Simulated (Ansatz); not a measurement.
Isolated molecules relaxed with PBE0-D4/def2-TZVP in Ansatz; ΔE leaves out vibrations. CCSD(T)/CBS is the MP2 limit (def2-TZVPP, def2-QZVPP) plus CCSD(T) − MP2 in def2-TZVPP, frozen cores. DFT in def2-TZVPP. Each species was taken in one conformer, which may not be the lowest.

Consider the isomerisation: `C=C[Si](C)(O)F` → `C=C(F)O[SiH2]C`.

| level | ΔE (eV) |
| --- | --- |
| r2SCAN-D4 | 2.75 |
| SCS-MP2/def2-TZVPP | 2.95 |

(1) What does CCSD(T)/CBS give? (Best estimate.)

Largest T1 diagnostic among the species: 0.012.

Answers

(1) Computed: +3.00 eV. The listed levels differ from it by -0.25, -0.05 eV.

From PBE to PBE0 (25 % exact exchange), in def2-TZVPP and without D4, ΔE moves by +0.10 eV. In def2-TZVPP, CCSD(T) changes the Hartree–Fock value by +0.07 eV (the triples alone add −0.02 eV) and MP2 by +0.18 eV.
